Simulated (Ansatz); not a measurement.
(BeTe)2 ring (Be2Te2), relaxed as a singlet with RKS PBE0-D4/def2-TZVP in Ansatz, starting from the GFN2-xTB geometry. Force threshold 0.02 eV/Å.

In the def2 sets Te takes a core potential; there is no spin–orbit coupling.

Start:

Cartesian coordinates in Å:
```
Be -0.544 -0.375 -0.721
Te -0.468 -1.634 1.205
Be 0.544 0.376 0.721
Te 0.468 1.634 -1.204
```

Q: Estimate the energy that the relaxation releases and the steps that it takes.

A: 0.11 eV, in 4 steps; 7 s on 4 threads of Arm Neoverse V1 on a shared host. No frequencies were taken in this run, so the end may be a saddle point.

Q: Does the start keep its bonding and symmetry?

A: By distances, no bond broke or formed. The bond that changes most is Be1–Te2, from 2.30 to 2.26 Å (atoms count from 1). Point group D2h at the start, D2h at the end, both within 0.05 Å.

Q: Predict the relaxed structure.

A: 
Cartesian coordinates in Å:
```
Be -0.579 -0.400 -0.767
Te -0.451 -1.577 1.163
Be 0.579 0.400 0.767
Te 0.451 1.577 -1.163
```
Bond lengths (bridged metal pairs left out): 4 × Be–Te 2.26 Å.
